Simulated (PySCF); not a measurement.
Molecule: SMILES CC(=O)c1ccsc1, C6H6OS.

Structure with atom numbers: `[CH3:1][C:2](=[O:3])[c:4]1[cH:5][cH:6][s:7][cH:8]1`; H(Xn) means a hydrogen on atom n.

Geometry PBE0-D3(BJ)/def2-SVP throughout; GIAO in PySCF 2.14.0 with density-fitted response routines, gas phase, one conformer, non-relativistic; equivalent atoms averaged; functional PBE0.

For orientation, 6-31G* gives these absolute shieldings σ: C2 15.2, C8 63.1, C6 71.1, C4 60.3, C1 166.4, O3 -246.7, S7 330.0, H(C8) 23.92, H(C5) 24.70 ppm.

A run gave: C2 -6.3, C8 46.4, C6 54.6, C4 39.4, C1 157.3, O3 -280.5, S7 225.1, H(C8) 23.01, H(C5) 23.87 ppm (absolute shieldings σ).

Q: Which basis set was used in that run?
A. pcSseg-0
B. def2-TZVP
C. cc-pVTZ
D. cc-pVDZ

A: B. S7 tells them apart best: def2-TZVP gives 225.1, cc-pVDZ gives 337.6, pcSseg-0 gives 305.7, cc-pVTZ gives 288.2 ppm.
